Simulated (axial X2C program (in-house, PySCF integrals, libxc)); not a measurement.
**NiN: from the spin-free to the two-component result**

All values were computed with an in-house all-electron X2C program for linear molecules (integrals from PySCF). Spin-free means the one-electron spin-free X2C Hamiltonian; two-component (2c) means X2C with spin–orbit coupling and atomic mean-field two-electron Coulomb and Gaunt terms, so the difference of the two also holds small scalar two-electron terms. Basis: Ni dyall-cv3z [9s9p6d3f2g], N dyall-av3z [7s7p3d2f] (cores contracted in-house); Gaussian nuclei, density fitting, unrestricted open shells. Masses: Ni 57.935 u, N 14.003 u.

Spin-free state: M_S = 3/2, Λ = 0 (beyond evenly filled blocks: σα, π+α, π-α); fragments Ni + N.

| level | Re (Å) | ωe (cm⁻¹) | De (eV) | μ (D) |
| --- | --- | --- | --- | --- |
| TPSS | 1.603 | 843.4 | 3.366 | -3.54 |

Dipoles are positive if N is the positive end.

Two-component determinant lowest at the distance of the search:

Ω = 3/2 (⟨Sz⟩ = 1.50, ⟨Lz⟩ = 0.00 at TPSS); fragments Ni + N.

```tsv
level	Re (Å)	ωe (cm⁻¹)	μ (D)
TPSS	1.603	842.3	-3.54
```

**Question.** From the two tables, how do the constants change at the TPSS level (2c against spin-free)?

**Answer.** At the TPSS level Re is unchanged within 0.001 Å and ωe decreases by 1.1 cm⁻¹.

The state is a single determinant with fixed occupations, the lowest that a limited PBE0 search found. De is counted from the lowest determinant-based energies of the atoms at the same level, without counterpoise correction. De is not given where an atomic determinant may have missed its ground term or J level, or where the truncated virtual space spoils (T). Density functionals use the spin component along the axis (collinear). Other states lie close and PBE0, whose exact exchange favours high spin, may order them wrongly; the determinant shown need not be the ground state. The nearest other spin-free determinant of the search, M_S = 1/2, Λ = 0, lies 0.25 eV up at the distance of the search. The functionals have no current-density term, which raises determinants with orbital currents, atoms included. With several unpaired electrons one determinant need not be a pure state. This is the top spin component of a Σ state; components of lower Ω are not single determinants and can lie lower.
